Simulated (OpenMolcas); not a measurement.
Systems:
- [CuF4]2-, a model complex in vacuum: square planar, Cu–F 1.82 Å; shape imposed, not necessarily the one it adopts

Method: state-averaged CASSCF on the open d shell with SC-NEVPT2, ANO basis sets as named, scalar-relativistic DKH2 or scalar-relativistic X2C, RICD, in OpenMolcas. State energies are spin-free and vertical. J levels and χT include spin-orbit coupling (RASSI on SC-NEVPT2 energies).

| case | ground state | first state of the same spin (cm⁻¹) | χT at 300 K (cm³ K/mol) | basis functions |
|---|---|---|---|---|
| ANO-RCC-VDZP | ²B₁g | ²B₂g 14780 | 0.46 | 90 |
| ANO-RCC-MB | ²B₁g | [?] | 0.43 | 38 |
| ANO-RCC-VDZ | ²B₁g | ²B₂g 14790 | 0.46 | 63 |
| ANO-R1 | ²B₁g | ²B₂g 15870 | 0.46 | 87 |

Problem. Fill in the missing entries.

Solution. 
- ANO-RCC-MB, first state of the same spin (cm⁻¹): ²B₂g 17830

The minimal active space holds the metal's open shell only. The geometry is a model, so the numbers describe that model and not a measured compound. Anions stand alone here, with no counter-ions or solvent. Where B1 and B2 labels occur, x and y lie along in-plane bonds.
